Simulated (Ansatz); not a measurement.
Frontier orbitals of `[CH3][Sn][Cl]`.

Charge 0, multiplicity 1. Correlated methods include outer-core shells of Sn, which these sets cover unevenly. Sn takes the def2 core potential. The structure was optimised at the PBE0-D4/def2-TZVP level. Basis def2-TZVPP, Ansatz 0.2.0.

```csv
functional,HOMO (eV),LUMO (eV),gap (eV)
LDA (SPW92),-5.83,-3.67,2.16
PBE,-5.65,-3.42,2.23
r2SCAN,-5.90,-3.33,2.57
PBE0,-6.69,-2.72,3.97
HSE06 (plane-wave form),-6.30,-3.08,3.22
BHLYP,-7.59,-2.00,5.59
ωB97M-V,-8.74,-0.97,7.77
```

(1) What is the vertical ionisation energy at frozen-core CCSD(T)/def2-TZVPP? (An estimate is asked.)

Results:

(1) Computed: 8.80 eV (T1 of the cation 0.021).

Against PBE, PBE0 changes HOMO and LUMO by −1.03 and +0.70 eV, ωB97M-V by −3.09 and +2.45 eV. A gap of 2.23 eV thus becomes 7.78 eV for the same molecule, so an orbital gap means little without its functional. −ε(HOMO) differs from that ionisation energy by −3.14 eV with PBE and −0.05 eV with ωB97M-V.
